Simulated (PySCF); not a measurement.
**Relaxing a trial structure of AlB2FH4**

The starting geometry of this gas-phase singlet was optimised with GFN2-xTB.

```yaml
atoms:
  - { symbol: Al, position_ang: [0.6388, -0.3180, 0.8066] }
  - { symbol: B, position_ang: [-0.0264, 0.8825, -0.7839] }
  - { symbol: B, position_ang: [-0.6269, 1.3558, 0.6907] }
  - { symbol: F, position_ang: [1.4722, -1.5547, 1.5432] }
  - { symbol: H, position_ang: [-0.0901, 2.1528, 1.3963] }
  - { symbol: H, position_ang: [0.9871, 1.3043, -1.2492] }
  - { symbol: H, position_ang: [-1.6541, 0.9552, 1.1437] }
  - { symbol: H, position_ang: [-0.5762, 0.1060, -1.5016] }
```

Task: Predict what it relaxes into with PBE0-D3(BJ)/def2-SVP.

Result: New bonds form, giving a structure with H5 bridging B3 and Al1, H6 bridging B2 and Al1, given below by its coordinates. Contacts that close: Al1–H5 (2.64 → 1.85 Å), Al1–H6 (2.64 → 1.85 Å).

The energy falls by 0.71 eV over 33 steps:

```json
{"step": "1", "E − E(last) (eV)": "0.706"}
{"step": "5", "E − E(last) (eV)": "0.546"}
{"step": "8", "E − E(last) (eV)": "0.545"}
{"step": "12", "E − E(last) (eV)": "0.409"}
{"step": "15", "E − E(last) (eV)": "0.123"}
{"step": "19", "E − E(last) (eV)": "0.009"}
{"step": "22", "E − E(last) (eV)": "0.003"}
{"step": "26", "E − E(last) (eV)": "0.000"}
{"step": "29", "E − E(last) (eV)": "0.000"}
{"step": "33", "E − E(last) (eV)": "0.000"}
```

Final geometry (Å):

```xyz
8

Al    0.4916   -0.0017    0.9915
B    -0.2053    0.8132   -0.7457
B    -0.9053    1.4333    0.5957
F     1.7693   -0.5320    1.9048
H    -0.1067    1.6439    1.5841
H     1.0632    0.6076   -0.6576
H    -2.0386    1.7167    0.8783
H    -0.6329    0.4708   -1.8156
```

The end wasn't checked by frequencies. Run with PySCF 2.14.0, 3.5 min on 2 threads of Intel(R) Xeon(R) Platinum 8259CL CPU @ 2.50GHz (Skylake/Cascade Lake) (shared host).
